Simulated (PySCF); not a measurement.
ZnF, SMILES [F][Zn+], charge +1. Coordinates come from a PBE-D3(BJ)/def2-TZVPD optimisation. The spin state was assumed, not searched.

Computed equilibrium geometry at PBE-D3(BJ)/def2-TZVPD (PySCF confirms it by a frequency run) as Cartesian coordinates in Å, and its point group:
point group C∞v.
```xyz
2

Zn     0.0000     0.0000    -0.3995
F      0.0000     0.0000     1.3315
```
Charge +1, spin multiplicity 1.
